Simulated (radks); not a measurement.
Task: The mean radii <r> (bohr) of the occupied orbitals of an atom or ion are listed with their occupations. All-electron calculation, scalar-relativistic Kohn-Sham, PBE, spin-polarised, spherical densities, point nucleus. Program: a radial shooting solver on a logarithmic mesh with Libxc functionals.

| orbital | occ. | <r> |
|---|---|---|
| 1s up | 1 | 1.542 |

Name the element and its charge. Open shells, if any, are filled with parallel spins first.

Result: Z = 1, hydrogen, charge 0: H in 1s1. The 1s radius gives Z: for a bare nucleus <r> = (2 gamma + 1)/(2Z) with gamma = sqrt(1 - (Z/c)^2), 1.5 bohr for Z = 1, and the self-interaction of the functional makes it slightly larger (1.542 here). The occupations add up to 1, and the charge is Z minus that.
